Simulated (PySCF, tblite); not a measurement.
Isomers of C4H5Cl3Si. Computed values, GFN2-xTB/tblite, gas phase, harmonic and unscaled. Against measured fundamentals such values can be off by several per cent, at times by over 20. Modes of hydrogen on silicon can be 10 to 20 % off. One conformer each.

Electronic energies: PBE0/pcSseg-1 single points on the GFN2-xTB geometries (PySCF, gas phase).

| SMILES | electronic energy, lowest = 0 (kJ/mol) |
| --- | --- |
| C=C1[SiH2][C@H]1C(Cl)(Cl)Cl | 116.5 |
| C#C[Si@@H](CCl)C(Cl)Cl | 40.1 |
| ClC(Cl)C1=C[SiH2][C@H]1Cl | 0.0 |
| [SiH3]CC#CC(Cl)(Cl)Cl | 122.5 |

Question: How do GFN2-xTB zero-point energies change the relative energies?

Answer: 
```
                     SMILES  ZPE (kJ/mol)  of it from modes above 1550 cm⁻¹  electronic (kJ/mol)  with ZPE, lowest = 0 (kJ/mol)  lowest mode (cm⁻¹)  rings
  ClC(Cl)C1=C[SiH2][C@H]1Cl         192.5                              91.3                  0.0                            0.0                  27      1
     C#C[Si@@H](CCl)C(Cl)Cl         191.7                             100.7                 40.1                           39.3                  28      0
C=C1[SiH2][C@H]1C(Cl)(Cl)Cl         188.3                              93.8                116.5                          112.3                  48      1
      [SiH3]CC#CC(Cl)(Cl)Cl         179.5                              90.7                122.5                          109.5                  3i      0
```

The zero-point energies span 13.0 kJ/mol, from `[SiH3]CC#CC(Cl)(Cl)Cl` to `ClC(Cl)C1=C[SiH2][C@H]1Cl`. Slightly imaginary modes are left out of the zero-point energy: `[SiH3]CC#CC(Cl)(Cl)Cl` 2.8i cm⁻¹. The lowest isomer stays, but the order above it changes.

Question: And how do the electronic energies of GFN2-xTB itself compare?

Answer: `ClC(Cl)C1=C[SiH2][C@H]1Cl` 0.0; `C#C[Si@@H](CCl)C(Cl)Cl` 106.5; `C=C1[SiH2][C@H]1C(Cl)(Cl)Cl` 74.3; `[SiH3]CC#CC(Cl)(Cl)Cl` 22.8 kJ/mol, lowest = 0. Against the energies above, taken from the same isomer `ClC(Cl)C1=C[SiH2][C@H]1Cl`, the largest difference is 99.7 kJ/mol.

Question: What do entropy and thermal enthalpy add at 298.15 K and 1 bar (rigid rotor, harmonic oscillator, one conformer each)?

Answer: 
| SMILES | point group | symmetry number | S (J/(mol K)) | H − H(0) (kJ/mol) | ZPE + H − H(0) − TS (kJ/mol) |
| --- | --- | --- | --- | --- | --- |
| ClC(Cl)C1=C[SiH2][C@H]1Cl | C1 | 1 | 423.2 | 28.20 | 94.5 |
| C#C[Si@@H](CCl)C(Cl)Cl | C1 | 1 | 462.5 | 32.33 | 86.1 |
| C=C1[SiH2][C@H]1C(Cl)(Cl)Cl | C1 | 1 | 420.7 | 29.46 | 92.3 |

Not tabulated: `[SiH3]CC#CC(Cl)(Cl)Cl` (lowest mode only 3i cm⁻¹).
